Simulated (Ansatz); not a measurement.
`[SiH3][SnH2][Cl]` + H₂S → `[SH][SnH2][Cl]` + SiH₄ at 500 K and 1 bar (cleavage of the Sn–Si bond).

Program: Ansatz. Geometries: PBE0-D4/def2-TZVP. ΔE: electronic, gas phase. CCSD(T)/CBS adds triple-zeta CCSD(T) − MP2 to the extrapolated MP2 energy (def2 sets, frozen cores). This one scheme is used for every species. def2 core potentials past Kr. For Sn outer-core shells are correlated without core-valence functions, which leaves a few kJ/mol of doubt a bond. One conformer a species, not always the lowest.

```
           species  CCSD(T)/CBS energy (Eh)  H − E (kJ/mol)  S (J/(mol·K))
`[SiH3][SnH2][Cl]`               -965.91856           146.3          410.8
               H₂S               -398.97279            57.0          224.0
  `[SH][SnH2][Cl]`              -1073.44145            99.9          382.4
              SiH₄               -291.46306           102.4          230.9
```

H − E and S are ideal-gas, rigid-rotor, harmonic terms from PBE0-D4/def2-TZVP, for one conformer and one mirror image of each species. 1 Eh = 2625.50 kJ/mol, R = 8.31446 J/(mol·K).

**Question.** By hand: ΔE, ΔH, ΔS and ΔG.

**Answer.** ΔE = (-1073.44145) + (-291.46306) − (-965.91856) − (-398.97279) = -0.01316 Eh = -34.6 kJ/mol. Δ(H − E) = 99.9 + 102.4 − 146.3 − 57.0 = -1.0, so ΔH = -35.6 kJ/mol. ΔS = 382.4 + 230.9 − 410.8 − 224.0 = -21.5 J/(mol·K). ΔG = -35.6 − 500 × (-21.5)/1000 = -24.9 kJ/mol.

**Question.** By hand: the equilibrium constant, and the temperature at which ΔG would vanish if ΔH and ΔS stayed fixed.

**Answer.** log₁₀ K = −ΔG/(RT ln 10) = 2.6. ΔG = 0 at ΔH/ΔS = 1656 K.

ΔH outweighs TΔS. A doubt of 5 kJ/mol in ΔE shifts log₁₀ K by 0.5 here. Other conformers and mirror images would add mixing entropy, several J/(mol·K) or more a flexible species. These are equilibria of isolated gas molecules and say nothing of rates. Largest T1 diagnostic: 0.012 (customary marks: 0.02 for closed shells, 0.045 for open ones).
